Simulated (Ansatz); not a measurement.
The same silylene extrusion along the group F, Cl, Br.

Computed with Ansatz on PBE0-D4/def2-TZVP structures; ΔE is electronic, products minus reactants. CBS: MP2 limit from def2 TZ/QZ plus the TZ coupled-cluster correction, frozen cores. Functionals use def2-TZVPP. For Br outer-core shells are correlated without core-valence functions, which leaves a few kJ/mol of doubt a bond. Scalar relativity is left out up to krypton. One conformer a species, not always the lowest.

| reaction | B2PLYP (kJ/mol) | r2SCAN-D4 (kJ/mol) | ωB97M-V (kJ/mol) | PBE-D4 (kJ/mol) | CCSD(T)/CBS(def2) (kJ/mol) |
| --- | --- | --- | --- | --- | --- |
| `CO[SiH](F)O[SiH3]` → `CO[Si]F` + `O[SiH3]` | 264 | 284 | 261 | 246 | 275 |
| `CO[SiH](Cl)O[SiH3]` → `CO[Si]Cl` + `O[SiH3]` | 254 | 274 | 255 | 237 | 267 |
| `CO[SiH](Br)O[SiH3]` → `CO[Si]Br` + `O[SiH3]` | 248 | 267 | 250 | 231 | 262 |

Largest T1 diagnostic: 0.014, for `CO[Si]F`.
